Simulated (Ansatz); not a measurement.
Molecule: dimethylaminoboronic acid, C$_{2}$H$_{8}$BNO$_{2}$, net charge 0, singlet state. 
Structure (B3LYP-D3(BJ)/def2-TZVP (Ansatz, a quantum-chemistry and plane-wave program) minimum search):
SMILES: OB(N(C)C)O
```xyz
14

C     -1.4245     0.1986    -1.2036
N     -0.6272    -0.1305    -0.0405
C     -1.3650    -0.7789     1.0234
B      0.7496     0.1559     0.0484
O      1.4260    -0.1994     1.2062
O      1.3663     0.7803    -1.0258
H     -2.2448     0.8768    -0.9388
H     -0.8080     0.6804    -1.9576
H     -1.8709    -0.7022    -1.6419
H     -0.7060    -0.9953     1.8598
H     -2.1829    -0.1411     1.3800
H     -1.8090    -1.7201     0.6769
H      2.3600     0.0170     1.2169
H      2.3030     0.9531    -0.9156
```
Charge 0, spin multiplicity 1.

Basis-set convergence of Hartree-Fock and MP2 correlation energies (hartree) with Ansatz. Correlated levels leave the core frozen unless marked. No spin-orbit coupling. Non-relativistic.

```tsv
basis	functions	E(HF)	E(corr, MP2)
cc-pVDZ	124	-309.41450	-0.91142
cc-pVTZ	292	-309.51440	-1.14197
cc-pVQZ	570	-309.53741	-1.22344
```

Extrapolating the two largest sets (X = 3 and 4) as X^-3: E(corr) = (64·(-1.22344) - 27·(-1.14197))/37 = -1.2829 Eh, an estimate of the basis-set limit. The largest set recovers 95.4 % of it, the smallest 71.0 %.
